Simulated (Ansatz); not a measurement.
Consider the atomization: `CB(C)Cl` → B• + 2 C• + Cl• + 6 H•.

Program: Ansatz. Geometries: PBE0-D4/def2-TZVP. ΔE: electronic, gas phase. CCSD(T)/CBS is the MP2 limit (def2-TZVPP, def2-QZVPP) plus CCSD(T) − MP2 in def2-TZVPP, frozen cores. This one scheme is used for every species, atoms too. DFT in def2-TZVPP. Open shells (•) are unrestricted, without spin–orbit coupling. Spin–orbit coupling would lower the free atoms: a little for B, C, Cl.

| level | ΔE (eV) |
| --- | --- |
| BHLYP | 38.79 |
| SCS-MP2/def2-QZVPP | 39.59 |

Task: What does CCSD(T)/CBS give? (Estimate.)

Result: Ansatz gave: +39.57 eV. The listed levels differ from it by -0.78, 0.02 eV.

Largest T1 diagnostic among the species: 0.014.

From BLYP to BHLYP (50 % exact exchange), in def2-TZVPP and without D4, ΔE moves by −0.25 eV: exact exchange takes away binding that semilocal exchange gives to molecules. The D4 term adds +0.28 eV with B3LYP and +0.15 eV with PBE0; it sums over pairs of atoms, weighted by their polarisabilities, and B3LYP, whose exchange is more repulsive, gets the larger term.

B3LYP here is the variant with VWN-RPA as its local correlation; programs differ in this.

For atomizations the MP2-based limit and the directly extrapolated one differ by several kJ/mol either way, and by 10 to 25 for some Ge, Se and Sn compounds, so smaller differences from it don't rank the levels.
